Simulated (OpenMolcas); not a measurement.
4f11 along the 65-electron sequence

```yaml
Program: OpenMolcas 26.06
Method: SS-CASPT2, IPEA 0.25 Eh, imaginary shift 0.1 Eh
Basis: ANO-R3
Scalar_Hamiltonian: X2C, finite nucleus
Spin-orbit_coupling: RASSI with atomic mean-field integrals over the reference wave functions, term energies averaged over their components
```

Active space for each ion: 11 electrons in 7 orbitals (4f); closed shells correlated by CASPT2: 5s 5p.

Computed levels in cm-1 above 4I* 15/2:

| Level | Ho2+ | Er3+ | Tm4+ |
| --- | --- | --- | --- |
| 4I* 13/2 | 5600 | 6640 | 7770 |
| 4I* 11/2 | 8760 | 10300 | 11840 |
| 4F* 9/2 | 13790 | 15820 | 17680 |
| 4S* 3/2 | 17050 | 19370 | 21410 |
| 2H* 11/2(1) | 17290 | 19920 | 22240 |
| 4F* 7/2 | 18540 | 21300 | 23760 |
| 4F* 5/2 | 20170 | 23130 | 25780 |
| 4F* 3/2 | 20430 | 23410 | 26100 |
| 4G* 11/2 | 24400 | 27890 | 31050 |
| weight of 4I* in the lowest level (%) | 97 | 97 | 97 |

Mixed levels, with the weight of the term that names them: Ho2+ 4F* 9/2 (62 %), Ho2+ 4S* 3/2 (71 %), Ho2+ 2H* 11/2(1) (62 %), Ho2+ 4F* 3/2 (65 %), Er3+ 4F* 9/2 (59 %), Er3+ 4S* 3/2 (69 %), Er3+ 2H* 11/2(1) (57 %), Er3+ 4F* 3/2 (63 %), Er3+ 4G* 11/2 (71 %), Tm4+ 4F* 9/2 (53 %), Tm4+ 4S* 3/2 (65 %), Tm4+ 2H* 11/2(1) (51 %), Tm4+ 4F* 3/2 (60 %), Tm4+ 4G* 11/2 (67 %).

Measured, with the error of the calculation in %. Measured levels: Ho2+ from Martin, Zalubas and Hagan, Atomic Energy Levels: The Rare-Earth Elements, NSRDS-NBS 60 (1978); whole-number values converted from NIST levels in rydberg listed in Nahar, Atoms 12, 24 (2024); Er3+ from the list in Tchang-Brillet, Wyart, Meftah and Ait Mammar, Atoms 6, 52 (2018).

```json
{"Level": "4I* 13/2", "Ho2+": "5439 (+2.9)", "Er3+": "6508 (+2.0)"}
{"Level": "4I* 11/2", "Ho2+": "8644 (+1.3)", "Er3+": "10172 (+1.2)"}
{"Level": "4F* 9/2", "Ho2+": "13330 (+3.5)", "Er3+": "15405 (+2.7)"}
{"Level": "2H* 11/2(1)", "Ho2+": "16891 (+2.4)", "Er3+": "19332 (+3.0)"}
{"Level": "4F* 7/2", "Ho2+": "17867 (+3.8)", "Er3+": ""}
{"Level": "4F* 5/2", "Ho2+": "19375 (+4.1)", "Er3+": ""}
{"Level": "4G* 11/2", "Ho2+": "", "Er3+": "26708 (+4.4)"}
```

The fine-structure level 4I* 11/2 changes by a factor of 1.35 from Ho2+ to Tm4+. Its fourth root runs 9.67, 10.07, 10.43, with steps per unit of Z of 0.40, 0.36; equal steps would mean a (Z - σ)^4 law with constant σ.

4F* 9/2 changes by a factor of 1.28 over the same range, with steps per unit of Z of +2030, +1860 cm-1.

CASPT2 breaks the degeneracy within a term, and the mean is taken; among the terms shown or strongly mixed into the levels shown the widest spread is 870 cm-1 (4f11 4I*, Er3+). High states are left out of the spin-orbit mixing, which shifts the levels that they would mix with. The CASPT2 spread within a term exceeds the gap to the next term for 4f11 4F* and 4f11 4S*, so the order of their levels is uncertain, and so are names and mixing where such terms share a J (holds for Ho2+; Er3+). Computed and measured levels are paired by configuration, term and J; levels that our copy of the source lacks, or whose pairing is in doubt (as where it misses far off the trend of its configuration), stay unpaired and out of the deviations. Levels of configurations outside the active space are missing.

A number in round brackets counts repeated terms of one configuration in the order of the reference energies. * marks odd parity.
